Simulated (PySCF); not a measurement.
**Molecular orbitals of TiH**

PBE0 at R = 1.758 Å; PySCF, no relativity, basis sets Ti def2-TZVPPD, H def2-TZVPPD. State: ⁴Σ⁻ (quartet), unpaired electrons σ ↑, π ↑↑, a second solution, started from another occupation. Only the outer orbitals are listed, counted within each symmetry.

| spin | orbital | occ. | ε (eV) | on Ti (%) | main shells (%) |
| --- | --- | --- | --- | --- | --- |
| α | 2π | 1 | -41.12 | 100 | 100 Ti p |
| α | 2π | 1 | -41.12 | 100 | 100 Ti p |
| α | 5σ | 1 | -40.90 | 100 | 100 Ti p |
| α | 6σ | 1 | -7.32 | 51 | 50 H s, 29 Ti s, 15 Ti d |
| α | 3π | 1 | -5.59 | 100 | 99 Ti d |
| α | 3π | 1 | -5.59 | 100 | 99 Ti d |
| α | 7σ | 1 | -4.67 | 97 | 59 Ti s, 25 Ti d, 13 Ti p |
| α | 1δ | 0 | -2.09 | 100 | 100 Ti d |
| α | 1δ | 0 | -2.09 | 100 | 100 Ti d |
| α | 8σ | 0 | -1.29 | 93 | 47 Ti p, 45 Ti d |
| β | 2π | 1 | -39.28 | 100 | 100 Ti p |
| β | 2π | 1 | -39.28 | 100 | 100 Ti p |
| β | 5σ | 1 | -37.43 | 100 | 100 Ti p |
| β | 6σ | 1 | -6.87 | 40 | 60 H s, 21 Ti s, 11 Ti d |
| β | 7σ | 0 | -1.69 | 97 | 70 Ti s, 15 Ti d, 12 Ti p |
| β | 1δ | 0 | -0.82 | 100 | 100 Ti d |
| β | 1δ | 0 | -0.82 | 100 | 100 Ti d |

Problem. Which are the highest filled and the lowest empty level, where do they sit, and how wide is the gap?

Solution. Highest filled α 7σ at -4.67 eV (in %: 59 Ti s, 25 Ti d, 13 Ti p); lowest empty α 1δ at -2.09 eV (in %: 100 Ti d); the gap at PBE0 is 2.58 eV.

The bond order (Mayer) is 0.96 and the ⟨S²⟩ is 3.758. The charge on Ti (Mulliken, basis-dependent) is 0.13, the charge on Ti (Löwdin, basis-dependent) is 0.27 and the dipole moment (positive dipole means Ti(−)H(+)) is -2.26 D.
